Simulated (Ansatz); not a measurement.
Consider the stannylene formation by 1,1-elimination: `C[O][SnH]([F])[O][SiH3]` → CH₃OH + `[F][Sn][O][SiH3]`.

Program: Ansatz. Geometries: PBE0-D4/def2-TZVP. ΔE: electronic, gas phase. CCSD(T)/CBS adds triple-zeta CCSD(T) − MP2 to the extrapolated MP2 energy (def2 sets, frozen cores). This one scheme is used for every species. Functionals use def2-TZVPP. B3LYP here is the variant with VWN-RPA as its local correlation; programs differ in this. def2 core potentials past Kr. For Sn outer-core shells are correlated without core-valence functions, which leaves a few kJ/mol of doubt a bond. One conformer a species, not always the lowest.

Q: Is it downhill or uphill in electronic energy at CCSD(T)/CBS, and by how much? (Estimate.)

A: The calculation gave: Downhill: ΔE = -5.3 kcal/mol.

Q: What do these levels give: PBE-D4, r2SCAN-D4, PBE0-D4, B3LYP-D4, B2PLYP, PBE0, B3LYP, MP2/def2-TZVPP, CCSD/def2-TZVPP, MP2/def2-QZVPP, SCS-MP2/def2-QZVPP, HF/CBS(def2)? (An estimate is asked.)

A: Computed: PBE-D4 -11.0, r2SCAN-D4 -6.3, PBE0-D4 -7.7, B3LYP-D4 -11.8, B2PLYP -11.0, PBE0 -9.7, B3LYP -15.3, MP2/def2-TZVPP -6.5, CCSD/def2-TZVPP -5.8, MP2/def2-QZVPP -6.6, SCS-MP2/def2-QZVPP -7.1, HF/CBS(def2) -6.8 kcal/mol.

Largest T1 diagnostic among the species: 0.016.

The D4 term adds +3.5 kcal/mol with B3LYP and +2.0 kcal/mol with PBE0; it sums over pairs of atoms, weighted by their polarisabilities, and B3LYP, whose exchange is more repulsive, gets the larger term. From PBE to PBE0 (25 % exact exchange), in def2-TZVPP and without D4, ΔE moves by +3.6 kcal/mol.
